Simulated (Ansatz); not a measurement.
`[OH][In]([F])[Br]` + HBr → `[F][In]([Br])[Br]` + H₂O at 500 K and 1 bar (ligand exchange at the In–O bond).

Gas-phase electronic energies from Ansatz, PBE0-D4/def2-TZVP geometries. CCSD(T)/CBS is the MP2 limit (def2-TZVPP, def2-QZVPP) plus CCSD(T) − MP2 in def2-TZVPP, frozen cores. This one scheme is used for every species. def2 core potentials past Kr. For Br, In outer-core shells are correlated without core-valence functions, which leaves a few kJ/mol of doubt a bond. Scalar relativity is left out up to krypton. Each species was taken in one conformer, which may not be the lowest.

| species | CCSD(T)/CBS energy (Eh) | H − E (kJ/mol) | S (J/(mol·K)) |
| --- | --- | --- | --- |
| `[OH][In]([F])[Br]` | -2938.80145 | 77.6 | 398.4 |
| HBr | -2573.91920 | 30.5 | 213.7 |
| `[F][In]([Br])[Br]` | -5436.38187 | 43.1 | 402.9 |
| H₂O | -76.37941 | 73.2 | 206.3 |

H − E and S are ideal-gas, rigid-rotor, harmonic terms from PBE0-D4/def2-TZVP, for one conformer and one mirror image of each species. 1 Eh = 2625.50 kJ/mol, R = 8.31446 J/(mol·K).

**Question.** By hand: ΔE, ΔH, ΔS and ΔG.

**Answer.** ΔE = (-5436.38187) + (-76.37941) − (-2938.80145) − (-2573.91920) = -0.04063 Eh = -106.7 kJ/mol. Δ(H − E) = 43.1 + 73.2 − 77.6 − 30.5 = 8.2, so ΔH = -98.5 kJ/mol. ΔS = 402.9 + 206.3 − 398.4 − 213.7 = -2.9 J/(mol·K). ΔG = -98.5 − 500 × (-2.9)/1000 = -97.0 kJ/mol.

**Question.** By hand: the equilibrium constant, and the temperature at which ΔG would vanish if ΔH and ΔS stayed fixed.

**Answer.** log₁₀ K = −ΔG/(RT ln 10) = 10.1. ΔG = 0 at ΔH/ΔS = 33966 K, far beyond where these terms or the molecules hold.

The number of gas molecules stays the same, so ΔS is small and ΔH decides. A doubt of 5 kJ/mol in ΔE shifts log₁₀ K by 0.5 here. Other conformers and mirror images would add mixing entropy, several J/(mol·K) or more a flexible species. These are equilibria of isolated gas molecules and say nothing of rates. Largest T1 diagnostic: 0.014 (customary marks: 0.02 for closed shells, 0.045 for open ones).
